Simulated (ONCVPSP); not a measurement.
**Which change was made? (Tl, ONCV)**

```
Element                 : thallium
Generator               : ONCVPSP 4.0.1
Type                    : optimised norm-conserving Vanderbilt (ONCV)
Functional              : LDA (Perdew-Zunger)
Relativity              : scalar-relativistic
Frozen core             : [Kr] 4d10 4f14
Valence charge          : 21
Reference configuration : 5s2 5p6 5d10 6s2 6p1
Partial waves           : 5s+6s: rc 1.65 bohr, ncon 4, nbas 8, qcut 6.5 1/bohr, 3 projectors, debl 3.3 Ha; 5p+6p: rc 1.30 bohr, ncon 4, nbas 7, qcut 12.4 1/bohr, 2 projectors; 5d: rc 1.20 bohr, ncon 4, nbas 7, qcut 9.2 1/bohr, 2 projectors, debl 0.6 Ha
Local potential         : polynomial inside 0.75 bohr (lpopt 5, dvloc0 3 Ha)
Core correction         : none
```

Cutoffs, loose and tight: the cutoffs (Ha) at which the residual kinetic energy of the hardest occupied pseudo-wave falls to 1 and 0.1 mHa per electron. They do not see the model core or the augmentation charge, which bear on the density cutoff. Test errors are all-electron minus pseudo excitation energies from the reference, over the configurations 5s2 5p6 5d10 6s2 6p0; 5s2 5p6 5d10 6s1 6p0; 5s2 5p6 5d10 6s0 6p0; 5s1 5p6 5d10 6s2 6p1; variants that change the core or the reference have their own tests. The largest error is taken over the tests solved by every variant that gives reliable tests at all, those not shown here included: 5s1 5p6 5d10 6s2 6p1; 5s2 5p6 5d10 6s1 6p0; 5s2 5p6 5d10 6s2 6p0.

The base gives: outcome: generated; cutoff, loose: 48 Ha; cutoff, tight: 56 Ha; bound ghosts: s; GHOST(+) flags above zero: p; largest test error (meV): -792.

(1) After one change the result is: outcome: generated; cutoff, loose: 38 Ha; cutoff, tight: 44 Ha; bound ghosts: s; GHOST(+) flags above zero: p; largest test error (meV): -789. Which change was it?
A. d: nproj 0; local potential the d channel
B. reference 5s2 5p6 5d10 6s2; wave 5p+6p: rc 1.30 bohr, ncon 4, nbas 7, qcut 12.4 1/bohr, 2 projectors becomes 5p: rc 1.30 bohr, ncon 4, nbas 7, qcut 12.4 1/bohr, 2 projectors, debl 2.9 Ha
C. s: rc 1.28
D. p: qcut 9.9

Answers

(1) D. The others give: reference 5s2 5p6 5d10 6s2; wave 5p+6p: rc 1.30 bohr, ncon 4, nbas 7, qcut 12.4 1/bohr, 2 projectors becomes 5p: rc 1.30 bohr, ncon 4, nbas 7, qcut 12.4 1/bohr, 2 projectors, debl 2.9 Ha → outcome: generated, projector energies reset by the program; cutoff, loose: 48 Ha; cutoff, tight: 56 Ha; bound ghosts: s; GHOST(+) flags above zero: p; largest test error (meV): -31 | s: rc 1.28 → outcome: generated; cutoff, loose: 87 Ha; cutoff, tight: 111 Ha; bound ghosts: none; GHOST(+) flags above zero: s, p; largest test error (meV): -386 | d: nproj 0; local potential the d channel → outcome: generated; cutoff, loose: 48 Ha; cutoff, tight: 56 Ha; bound ghosts: none; GHOST(+) flags above zero: none; largest test error (meV): -781.
